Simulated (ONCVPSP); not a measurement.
Li: excitation energies, all-electron against ONCV

- Element: Li
- Generator: ONCVPSP 4.0.1
- Type: optimised norm-conserving Vanderbilt (ONCV)
- Functional: LDA (Perdew-Wang 92)
- Relativity: non-relativistic
- Frozen core: none
- Valence charge: 3
- Reference configuration: 1s2 2s1
- Partial waves: 1s+2s: rc 1.30 bohr, ncon 4, nbas 7, qcut 8.4 1/bohr, 3 projectors, debl 3.7 Ha; p scattering state at 0.3 Ha: rc 1.15 bohr, ncon 4, nbas 8, qcut 7.6 1/bohr, 2 projectors, debl 1.5 Ha
- Local potential: polynomial inside 1.05 bohr (lpopt 4, dvloc0 0 Ha)
- Core correction: none

Energies are relative to the spin-unpolarised reference configuration 1s2 2s1; without spin polarisation the order of configurations can differ from experiment.

```tsv
valence configuration	charge	ΔE all-electron (eV)	error AE − PS (meV)
1s2 2s0.5	+0.5	2.043	+0.1
1s2 2s0 2p1	0	1.752	+0.6
```

Task: What are ΔE and the potential's error for 1s2 2s0?

Result: ΔE = 5.236 eV all-electron; the error (AE − PS) is +0.3 meV.

Task: What are ΔE and the potential's error for 1s1 2s1?

Result: ΔE = 67.383 eV all-electron; the error (AE − PS) is +1355 meV.

Levels in the configuration 1s1 2s1:

```csv
level,all-electron (eV),pseudo (eV)
1s,-84.649,-81.595
2s,-12.296,-12.188
```
